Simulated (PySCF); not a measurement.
**CH8Si2, SMILES `C[SiH2][SiH3]` (charge 0, multiplicity 1)**

These are PBE0-D3(BJ)/def2-TZVP in PySCF values and carry that method's errors.

```json
{
 "HOMO": "-8.03 eV",
 "dipole_moment": "0.92 D",
 "HOMO–LUMO gap": "8.18 eV",
 "LUMO": "0.15 eV",
 "total_energy": "-16915.64 eV",
 "cost": "very roughly 40 core-seconds"
}
```

```xyz
11

C     -1.6743    -0.3579     0.2649
Si    -0.2859     0.7124    -0.4052
Si     1.8048    -0.2254     0.0704
H     -1.5901    -0.4654     1.3484
H     -2.6471     0.0846     0.0400
H     -1.6417    -1.3551    -0.1792
H     -0.4224     0.8661    -1.8815
H     -0.3524     2.0753     0.1947
H      1.9823    -0.3687     1.5425
H      1.9121    -1.5806    -0.5387
H      2.9146     0.6147    -0.4563
```
Charge 0, spin multiplicity 1.
